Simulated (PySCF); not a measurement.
Worked example: oscillator strength and radiative lifetime

C4H5BO, SMILES C#CB1COC1.

The structure is a stationary point at r2SCAN-D4/def2-SVP. The structure was generated by enumeration, and PubChem lists no compound with its InChIKey, so it may never have been made.

TDDFT-PBE/def2-SVPD in PySCF puts the first singlet state with f over 0.02 at 2.95 eV (vertical), with the transition dipole (0.000, 0.000, -0.576) in atomic units.

Q: Find the oscillator strength, the wavelength and the radiative lifetime that this transition would have in vacuum if emission retraced absorption.

A: 
|μ|² = 0.3318 au, so |μ| = 1.46 D. ΔE = 2.95/27.211 = 0.1084 hartree. f = (2/3) ΔE |μ|² = 0.024 (the program prints 0.024).
λ = 1239.84/2.95 = 420 nm; ν = 23793 cm⁻¹.
Einstein's coefficient A = 0.6670 ν² f s⁻¹ (ν in cm⁻¹) = 9100000 s⁻¹, so τ = 1/A = 110 ns. This state is S1. The figure is the radiative limit of this one transition; relaxation, internal conversion, crossing to triplets and a medium change what is measured.
